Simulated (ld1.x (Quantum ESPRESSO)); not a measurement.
# Pb (Z = 82): variants of one TM potential

Base potential:

```
Element                 : Pb
Generator               : ld1.x (Quantum ESPRESSO) 7.5
Type                    : norm-conserving Troullier–Martins (Kleinman–Bylander form)
Functional              : PBE
Relativity              : non-relativistic
Frozen core             : [Xe] 4f14 5d10
Valence charge          : 4
Reference configuration : 6s1.5 6p2.5
Partial waves           : 6p (bound): rc 2.65 bohr; 6s (bound): rc 1.85 bohr
Local potential         : the s channel
Core correction         : none
```

All-electron outer shells of the reference configuration (PBE, non-relativistic, ld1.x):

| shell | level (eV) | outermost node (bohr) | outermost maximum (bohr) |
| --- | --- | --- | --- |
| 5p | -80.64 | 0.51 | 0.92 |
| 5d | -25.08 | 0.53 | 1.06 |
| 6s | -9.83 | 1.13 | 2.21 |
| 6p | -3.96 | 1.23 | 2.73 |

Cutoffs, loose and tight: the cutoffs (Ry, on a coarse ladder) from which the occupation-weighted sum of valence levels, in a spherical-Bessel basis at the reference potential, stays within 10 and 1 mRy of its value at 400 Ry. They do not see the model core or the augmentation charge, which bear on the density cutoff. Test errors are all-electron minus pseudo excitation energies from the reference, over the configurations 6s2 6p2; 6s2 6p1; 6s2 6p0; 6s1 6p3; 6s1 6p0; 6s2 6p2.3; 6s2 6p1.5. A dash means not determined; rows that change the core or the reference have their own tests.

A true bound ghost makes a file unfit for plane-wave use even where its test errors are small: the radial tests pick states by their node count and pass the ghost by.

```csv
change,outcome,"cutoff, loose","cutoff, tight",bound ghosts,largest test error (meV)
base,generated,21 Ry,50 Ry,none,+165
"all radii scaled by about 0.82 (s 1.52, p 2.18 bohr)",generated,90 Ry,160 Ry,"p, s (extra level of the local part)",+563
"all radii scaled by about 0.92 (s 1.70, p 2.42 bohr)",generated,30 Ry,90 Ry,none,+213
"all radii scaled by about 1.08 (s 2.00, p 2.86 bohr)",generated,18 Ry,35 Ry,none,+148
"all radii scaled by about 1.15 (s 2.12, p 3.04 bohr)",generated,15 Ry,25 Ry,none,+133
"all radii scaled by about 1.40 (s 2.60, p 3.72 bohr)",generated,12 Ry,21 Ry,none,+62
```

Q: What comes out with this change to the base: all radii scaled by about 1.23 (s 2.28, p 3.26 bohr)?

A: outcome: generated; cutoff, loose: 15 Ry; cutoff, tight: 25 Ry; bound ghosts: none; largest test error (meV): +112.

Q: What comes out with this change to the base: all radii scaled by about 0.74 (s 1.38, p 1.96 bohr)?

A: outcome: generated; cutoff, loose: 110 Ry; cutoff, tight: 300 Ry; bound ghosts: p, s (extra level of the local part); largest test error (meV): -225.

Q: What comes out with this change to the base: all radii scaled by about 1.30 (s 2.40, p 3.44 bohr)?

A: outcome: generated; cutoff, loose: 15 Ry; cutoff, tight: 25 Ry; bound ghosts: none; largest test error (meV): +94.

Reading the sweep of the scale of all radii (base = 1) (base included, trends over the rows without a ghost): The loose cutoff falls from 30 Ry at 0.92 to 12 Ry at 1.4. A larger radius leaves more room for a smooth pseudo-wave, so fewer plane waves are needed; a smaller one forces it to follow the all-electron wave where it bends sharply. The median size of the test errors (rows with all tests solved) is not monotonic: lowest 4.2 meV at 1.08, highest 6.5 meV at 0.92. Bound ghosts are found at 0.74, 0.82.
